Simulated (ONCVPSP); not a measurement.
## Logarithmic derivatives: neodymium, ONCV

ONCVPSP 4.0.1 input, shortened (lines: element, Z, core and valence counts, functional; n l f; lmax; l rc ep ncon nbas qcut; lloc lpopt rc5 dvloc0; l nproj debl; icmod fcfact rcfact), LDA (Perdew-Wang 92), scalar-relativistic:

```
  Nd 60.00    9    4  -001012      upf
    1    0    2.00
    2    0    2.00
    2    1    6.00
    3    0    2.00
    3    1    6.00
    3    2   10.00
    4    0    2.00
    4    1    6.00
    4    2   10.00
    4    3    4.00
    5    0    2.00
    5    1    6.00
    6    0    2.00
    3
    0    2.40    0.00    3    6    4.80
    1    1.75    0.00    4    7    4.00
    2    1.85    0.16    5    8    4.80
    3    0.90    0.00    3    8   18.60
    4    4    0.75    6.00
    0    3    3.50
    1    2    3.00
    2    1    2.10
    3    2    1.50
    0    0.00    0.00
```

In the d channel the program set the typed energies aside and used 0.050 Ha.

The phase is arctan(r·R′/R) of the radial function R(r), unwrapped; energies in Ha, scanned from -3 to 5 Ha. A pole is an energy at which the radial function vanishes at the test radius. The pseudo phase is shifted by a multiple of π to meet the all-electron one at the reference energy, and phase errors are pseudo minus all-electron; the curves can meet again beyond the range given. Levels narrower than the energy grid can be missing from the lists of poles.

Task: For each channel, where are the poles, and over which energies does the pseudopotential scatter like the atom?

Result:

```tsv
channel	radius (bohr)	reference energy (Ha)	poles, all-electron	poles, pseudo	unbroken range about the reference energy with phases within 0.05 rad	phase error 1 Ha above the reference energy (rad)
s	2.44	-0.13	-1.30, 3.08	-1.30, 3.08	the whole range	-0.000
p	1.78	-0.81	1.10	1.10	below 4.6	-0.000
d	1.87	0.05	2.53	1.03, 3.20	below 0.7	-0.303
f	0.91	-0.07	3.62	3.62	the whole range	-0.000
```

Note: ghosts flagged at negative energy: s at -87.0 eV; GHOST(+) flagged for d at 29.7 eV, p at 48.9 eV. A true bound ghost makes a file unfit for plane-wave use.

Phases in the p channel:

| E (Ha) | all-electron | pseudo |
| --- | --- | --- |
| -2.98 | 1.087 | 1.085 |
| -2.54 | 0.950 | 0.948 |
| -2.10 | 0.685 | 0.682 |
| -1.66 | 0.117 | 0.114 |
| -1.22 | -0.651 | -0.651 |
| -0.78 | -1.095 | -1.095 |
| -0.34 | -1.306 | -1.306 |
| 0.10 | -1.423 | -1.423 |
| 0.54 | -1.500 | -1.500 |
| 0.98 | -1.557 | -1.557 |
| 1.42 | -1.604 | -1.605 |
| 1.86 | -1.648 | -1.647 |
| 2.30 | -1.692 | -1.692 |
| 2.74 | -1.743 | -1.742 |
| 3.18 | -1.807 | -1.805 |
| 3.62 | -1.899 | -1.895 |
| 4.06 | -2.055 | -2.043 |
| 4.50 | -2.377 | -2.341 |
| 4.94 | -3.086 | -3.000 |
